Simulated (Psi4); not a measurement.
H3AlO3, singlet, at a GFN2-xTB geometry (such geometries of metal compounds can be far from the true shape), atoms displaced at random by about 0.03 Å a coordinate; TPSS/STO-3G, gradient (Psi4 1.11).

The Psi4 input:
```
memory 2 GB

molecule {
0 1
  Al   -0.02868264   -0.00102872    0.00772744
  O    -1.09164458   -1.32076493    0.01755222
  H    -1.90455584   -1.41667836   -0.29133153
  O    -0.35759577    1.36745982   -0.91887858
  H     0.06543265    2.11607813   -1.17829139
  O     1.40950891   -0.06138375    0.86034595
  H     1.85154877   -0.67805365    1.43473080
symmetry c1
no_reorient
no_com
}

set basis sto-3g

gradient('tpss')
print_variables()
```

Predict the main parts of the log of this Psi4 run.


```
gradient() will perform analytic gradient computation.

   => Loading Basis Set <=

    Name: STO-3G
    Role: ORBITAL
    Keyword: BASIS

         ---------------------------------------------------------
                                   SCF
               by Justin Turney, Rob Parrish, Andy Simmonett
                          and Daniel G. A. Smith
                              RKS Reference
         ---------------------------------------------------------

  ==> Geometry <==

    Molecular point group: c1
    Full point group: C1

    Geometry (in Angstrom), charge = 0, multiplicity = 1:

       Center              X                  Y                   Z               Mass
    ------------   -----------------  -----------------  -----------------  -----------------
         AL          -0.028682640000    -0.001028720000     0.007727440000    26.981538530000
         O           -1.091644580000    -1.320764930000     0.017552220000    15.994914619570
         H           -1.904555840000    -1.416678360000    -0.291331530000     1.007825032230
         O           -0.357595770000     1.367459820000    -0.918878580000    15.994914619570
         H            0.065432650000     2.116078130000    -1.178291390000     1.007825032230
         O            1.409508910000    -0.061383750000     0.860345950000    15.994914619570
         H            1.851548770000    -0.678053650000     1.434730800000     1.007825032230

  Running in c1 symmetry.

  Rotational constants: A =      0.22285  B =      0.21561  C =      0.10963 [cm^-1]
  Rotational constants: A =   6680.90614  B =   6463.76295  C =   3286.54706 [MHz]
  Nuclear repulsion =  162.996502902580147

  Charge       = 0
  Multiplicity = 1
  Electrons    = 40
  Nalpha       = 20
  Nbeta        = 20

  ==> Algorithm <==

  SCF Algorithm Type is DF.
  DIIS enabled.
  MOM disabled.
  Fractional occupation disabled.
  Guess Type is SAD.
  Energy threshold   = 1.00e-08
  Density threshold  = 1.00e-08
  Integral threshold = 1.00e-12

  ==> Primary Basis <==

  Basis Set: STO-3G
    Blend: STO-3G
    Number of shells: 17
    Number of basis functions: 27
    Number of Cartesian functions: 27
    Spherical Harmonics?: true
    Max angular momentum: 1

  ==> DFT Potential <==

   => LibXC <=

    Version 7.1.2
    S. Lehtola, C. Steigemann, M. J. T. Oliveira, and M. A. L. Marques,  SoftwareX 7, 1–5 (2018) (10.1016/j.softx.2017.11.002)

   => Composite Functional: TPSS <=

    TPSS Meta-GGA XC Functional

    J. Tao, et al., Phys. Rev. Lett., 91, 146401, 2003

    Deriv               =              1
    GGA                 =           TRUE
    Meta                =           TRUE

    Exchange Hybrid     =          FALSE
    MP2 Hybrid          =          FALSE

   => Exchange Functionals <=

    1.0000   XC_MGGA_X_TPSS

   => Correlation Functionals <=

    1.0000   XC_MGGA_C_TPSS

   => LibXC Density Thresholds  <==

    XC_MGGA_C_TPSS:  1.00E-15
    XC_MGGA_X_TPSS:  1.00E-15

   => Molecular Quadrature <=

    Radial Scheme          =       TREUTLER
    Pruning Scheme         =           NONE
    Nuclear Scheme         =       TREUTLER

    Blocking Scheme        =         OCTREE
    BS radius alpha        =              1
    Pruning alpha          =              1
    Radial Points          =             75
    Spherical Points       =            302
    Total Points           =         149637
    Total Blocks           =           1182
    Max Points             =            256
    Max Functions          =             25
    Weights Tolerance      =       1.00E-15

   => Loading Basis Set <=

    Name: (STO-3G AUX)
    Role: JKFIT
    Keyword: DF_BASIS_SCF

  ==> Integral Setup <==

  SCF_SUBTYPE=INCORE selected. In-core MEM_DF algorithm will be used.
  Using in-core AOs.

  ==> MemDFJK: Density-Fitted J/K Matrices <==

    J tasked:                   Yes
    K tasked:                    No
    wK tasked:                   No
    Algorithm:                 Core
    Schwarz Cutoff:           1E-12
    Mask sparsity (%):       1.6461
    Fitting Condition:        1E-10

   => Auxiliary Basis Set <=

  Basis Set: (STO-3G AUX)
    Blend: DEF2-UNIVERSAL-JKFIT
    Number of shells: 131
    Number of basis functions: 413
    Number of Cartesian functions: 494
    Spherical Harmonics?: true
    Max angular momentum: 4

  Minimum eigenvalue in the overlap matrix is 3.1005679285E-01.
  Reciprocal condition number of the overlap matrix is 1.6171525649E-01.
    Using symmetric orthogonalization.

  ==> Pre-Iterations <==

  SCF Guess: Superposition of Atomic Densities via on-the-fly atomic UHF (no occupation information).

   -------------------------
    Irrep   Nso     Nmo
   -------------------------
     A         27      27
   -------------------------
    Total      27      27
   -------------------------

  ==> Iterations <==

                           Total Energy        Delta E     RMS |[F,P]|

   @DF-RKS iter SAD:  -462.52400706667754   -4.62524e+02   0.00000e+00
   @DF-RKS iter   1:  -463.72398914998570   -1.19998e+00   1.70191e-02 DIIS/ADIIS
   @DF-RKS iter   2:  -463.58573834017432    1.38251e-01   2.41697e-02 DIIS/ADIIS
   @DF-RKS iter   3:  -463.87547701282506   -2.89739e-01   8.03321e-04 DIIS/ADIIS
   @DF-RKS iter   4:  -463.87594499239509   -4.67980e-04   2.54629e-04 DIIS/ADIIS
   @DF-RKS iter   5:  -463.87596912723421   -2.41348e-05   1.53432e-04 DIIS/ADIIS
   @DF-RKS iter   6:  -463.87598149937264   -1.23721e-05   2.54173e-05 DIIS
   @DF-RKS iter   7:  -463.87598181898966   -3.19617e-07   2.58881e-06 DIIS
   @DF-RKS iter   8:  -463.87598182033588   -1.34622e-09   1.96453e-06 DIIS
   @DF-RKS iter   9:  -463.87598182238173   -2.04585e-09   8.91021e-08 DIIS
   @DF-RKS iter  10:  -463.87598182238759   -5.85487e-12   7.79485e-09 DIIS
  Energy and wave function converged.

  ==> Post-Iterations <==

   Electrons on quadrature grid:
      Ntotal   =   39.9999825732 ; deviation = -1.743e-05

    Orbital Energies [Eh]
    ---------------------

    Doubly Occupied:

[...]
    Virtual:

[...]
      27A      0.620632

    Final Occupation by Irrep:
              A
    DOCC [    20 ]
    NA   [    20 ]
    NB   [    20 ]

  @DF-RKS Final Energy:  -463.87598182238759

   => Energetics <=

    Nuclear Repulsion Energy =            162.9965029025801471
    One-Electron Energy =                -972.4730996999301169
    Two-Electron Energy =                 391.7993524151163456
    DFT Exchange-Correlation Energy =     -46.1987374401539270
    Empirical Dispersion Energy =           0.0000000000000000
    VV10 Nonlocal Energy =                  0.0000000000000000
    Total Energy =                       -463.8759818223875868

Computation Completed

Properties will be evaluated at   0.000000,   0.000000,   0.000000 [a0]

Properties computed using the SCF density matrix

 Multipole Moments:

 ------------------------------------------------------------------------------------
     Multipole            Electronic (a.u.)      Nuclear  (a.u.)        Total (a.u.)
 ------------------------------------------------------------------------------------

 L = 1.  Multiply by 2.5417464519 to convert [e a0] to [Debye]
 Dipole X            :          1.2586026           -1.2818017           -0.0231991
 Dipole Y            :          0.2589700           -0.2069970            0.0519729
 Dipole Z            :          0.5148041           -0.4956349            0.0191693
 Magnitude           :                                                    0.0600570

 ------------------------------------------------------------------------------------

         ------------------------------------------------------------
                                   SCF GRAD
                          Rob Parrish, Justin Turney,
                       Andy Simmonett, and Alex Sokolov
         ------------------------------------------------------------

  ==> Geometry <==

    Molecular point group: c1
    Full point group: C1

    Geometry (in Angstrom), charge = 0, multiplicity = 1:

       Center              X                  Y                   Z               Mass
    ------------   -----------------  -----------------  -----------------  -----------------
         AL          -0.028682640000    -0.001028720000     0.007727440000    26.981538530000
         O           -1.091644580000    -1.320764930000     0.017552220000    15.994914619570
         H           -1.904555840000    -1.416678360000    -0.291331530000     1.007825032230
         O           -0.357595770000     1.367459820000    -0.918878580000    15.994914619570
         H            0.065432650000     2.116078130000    -1.178291390000     1.007825032230
         O            1.409508910000    -0.061383750000     0.860345950000    15.994914619570
         H            1.851548770000    -0.678053650000     1.434730800000     1.007825032230

  Nuclear repulsion =  162.996502902580147

  ==> Basis Set <==

  Basis Set: STO-3G
    Blend: STO-3G
    Number of shells: 17
    Number of basis functions: 27
    Number of Cartesian functions: 27
    Spherical Harmonics?: true
    Max angular momentum: 1

  ==> DFJKGrad: Density-Fitted SCF Gradients <==

    Gradient:                    1
    J tasked:                  Yes
    K tasked:                   No
    wK tasked:                  No
    Integrals threads:           1
    Schwarz Cutoff:          1E-12
    Fitting Condition:       1E-10

   => Auxiliary Basis Set <=

  Basis Set: (STO-3G AUX)
    Blend: DEF2-UNIVERSAL-JKFIT
    Number of shells: 131
    Number of basis functions: 413
    Number of Cartesian functions: 494
    Spherical Harmonics?: true
    Max angular momentum: 4

  ==> DFT Potential <==

   => LibXC <=

    Version 7.1.2
    S. Lehtola, C. Steigemann, M. J. T. Oliveira, and M. A. L. Marques,  SoftwareX 7, 1–5 (2018) (10.1016/j.softx.2017.11.002)

   => Composite Functional: TPSS <=

    TPSS Meta-GGA XC Functional

    J. Tao, et al., Phys. Rev. Lett., 91, 146401, 2003

    Deriv               =              1
    GGA                 =           TRUE
    Meta                =           TRUE

    Exchange Hybrid     =          FALSE
    MP2 Hybrid          =          FALSE

   => Exchange Functionals <=

    1.0000   XC_MGGA_X_TPSS

   => Correlation Functionals <=

    1.0000   XC_MGGA_C_TPSS

   => LibXC Density Thresholds  <==

    XC_MGGA_C_TPSS:  1.00E-15
    XC_MGGA_X_TPSS:  1.00E-15

   => Molecular Quadrature <=

    Radial Scheme          =       TREUTLER
    Pruning Scheme         =           NONE
    Nuclear Scheme         =       TREUTLER

    Blocking Scheme        =         OCTREE
    BS radius alpha        =              1
    Pruning alpha          =              1
    Radial Points          =             75
    Spherical Points       =            302
    Total Points           =         149637
    Total Blocks           =           1182
    Max Points             =            256
    Max Functions          =             25
    Weights Tolerance      =       1.00E-15

  -Total Gradient:
     Atom            X                  Y                   Z
    ------   -----------------  -----------------  -----------------
       1        0.005457807561    -0.000255663221     0.005963034557
       2       -0.214163711808    -0.016918833743    -0.086350678845
       3        0.192323559723     0.003065141606     0.081026648434
       4        0.098244446537     0.148791086844    -0.043957443474
       5       -0.090967311950    -0.122532174560     0.031743049740
       6        0.023160912142    -0.071218021124     0.050844230058
       7       -0.014326106785     0.059092804105    -0.039328231101

  Variable Map:
  ----------------------------------------------------------------------------
[...]
  Array Variable Map:
  ----------------------------------------------------------------------------
[...]
[...]
```
